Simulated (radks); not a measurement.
Results of a calculation; reference values are marked as such.
Question: Coherent X-ray form factor from a spherical all-electron density. Level of theory: Dirac Kohn-Sham, LDA (Slater exchange, Perdew-Wang correlation), spin-unpolarised, spherical densities, finite nucleus; Fermi nuclear charge, rms radius of each element as measured or else 0.836 A^(1/3) + 0.57 fm (a radial shooting solver on a logarithmic mesh with Libxc functionals).

| sin(theta)/lambda (1/angstrom) | f0 (electrons) |
|---|---|
| 0.05 | 42.723 |
| 0.1 | 41.912 |
| 0.15 | 40.630 |
| 0.2 | 38.968 |
| 0.25 | 37.035 |
| 0.3 | 34.948 |
| 0.4 | 30.716 |
| 0.5 | 26.899 |
| 0.6 | 23.775 |
| 0.8 | 19.466 |
| 1 | 16.663 |
| 1.25 | 13.829 |
| 1.5 | 11.301 |
| 2 | 7.644 |

The species is in the configuration that NIST lists as its ground one. Which atom or ion scatters so?

Answer: The antimony ion Sb8+, [Kr] 4d7. Extrapolating in s^2 from the first two rows gives f0(0) = 43.0, near the electron count 43; among species with that count, the fall with angle is slower the higher Z, and the table is that of Z = 51; from so few rows the species is fixed only to a neighbour or two.
